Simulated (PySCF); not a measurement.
[W(Cl)6] (charge 0, multiplicity 1)

Computed with PySCF with TPSSh-D3(BJ)/def2-TZVP // BP86-D3(BJ)/def2-SVP.

| Item | Result |
|---|---|
| HOMO | -8.52 eV |
| dipole moment | 0.00 D |
| HOMO–LUMO gap | 2.88 eV |
| LUMO | -5.64 eV |
| charge on the central atom (Mulliken) | 1.09 e |
| total energy | -2828.7405 Ha |
| cost | roughly 16 core-minutes |

```xyz
7

W      0.0000     0.0000    -0.0001
Cl     1.5346     1.4785    -0.9238
Cl    -1.2094     0.0163    -1.9831
Cl     1.2091    -0.0163     1.9833
Cl     1.2561    -1.7913    -0.7798
Cl    -1.2560     1.7915     0.7797
Cl    -1.5344    -1.4785     0.9240
```
